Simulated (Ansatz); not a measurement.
The same group exchange along the group B, Al, Ga, In.

Computed with Ansatz on PBE0-D4/def2-TZVP structures; ΔE is electronic, products minus reactants. CCSD(T)/CBS is the MP2 limit (def2-TZVPP, def2-QZVPP) plus CCSD(T) − MP2 in def2-TZVPP, frozen cores. This one scheme is used for every species. def2 core potentials past Kr. For In, Se outer-core shells are correlated without core-valence functions, which leaves a few kJ/mol of doubt a bond. Scalar relativity is left out up to krypton. One conformer a species, not always the lowest.

Question: Order these by ΔE at CCSD(T)/CBS, lowest first. (An estimate is asked.)
A. `[F][Al]([F])[SeH]` + `F[SiH2]O[SiH3]` → `F[SiH]([SeH])O[SiH3]` + `[F][AlH][F]`
B. `FB(F)[SeH]` + `F[SiH2]O[SiH3]` → `F[SiH]([SeH])O[SiH3]` + `FBF`
C. `[F][In]([F])[SeH]` + `F[SiH2]O[SiH3]` → `F[SiH]([SeH])O[SiH3]` + `[F][InH][F]`

Answer: B (-18.2 kJ/mol), C (+35.0 kJ/mol), A (+47.7 kJ/mol).

Largest T1 diagnostic: 0.017, for `[F][InH][F]`.
